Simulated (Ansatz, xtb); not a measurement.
Reaction (SMILES): CCC(C)CC + 4 C (CH4) -> 5 CC (C2H6) [ethane]
Geometries: B3LYP-D3(BJ)/def2-TZVP minima from Ansatz (an electronic-structure program), one conformer each, not searched for the lowest.

Wanted: bond separation energy (electronic energy difference), in kcal/mol. Cores are frozen in the correlated levels unless marked. Spin-orbit coupling is left out. Non-relativistic. CBS marks a two-point X^-3 extrapolation of the correlation energy; Hartree-Fock from the larger set. [CCSD(T)-MP2]/basis is that difference in the basis named.

```
level                                                     program  bond separation energy (kcal/mol)
-------------------------------------------------  --------------  ---------------------------------
GFN2-xTB                                                      xtb                                7.9
PBE-D3(BJ)/def2-TZVPD                              Ansatz + dftd3                                ___
revPBE-D3(BJ)/def2-TZVPD                           Ansatz + dftd3                                ___
r2SCAN-D3(BJ)/def2-TZVPD                           Ansatz + dftd3                                8.5
B3LYP-D3(BJ)/def2-TZVPD                            Ansatz + dftd3                                ___
CAM-B3LYP-D3(BJ)/def2-TZVPD                        Ansatz + dftd3                                7.0
CCSD/aug-cc-pVDZ                                           Ansatz                                9.1
RI-MP2/CBS(cc-pVTZ,cc-pVQZ)+[CCSD(T)-MP2]/cc-pVTZ          Ansatz                                ___
```

**Question.** Complete the blanks.

**Answer.** 
- PBE-D3(BJ)/def2-TZVPD, bond separation energy (kcal/mol): 7.2
- revPBE-D3(BJ)/def2-TZVPD, bond separation energy (kcal/mol): 7.4
- B3LYP-D3(BJ)/def2-TZVPD, bond separation energy (kcal/mol): 7.1
- RI-MP2/CBS(cc-pVTZ,cc-pVQZ)+[CCSD(T)-MP2]/cc-pVTZ, bond separation energy (kcal/mol): 9.3
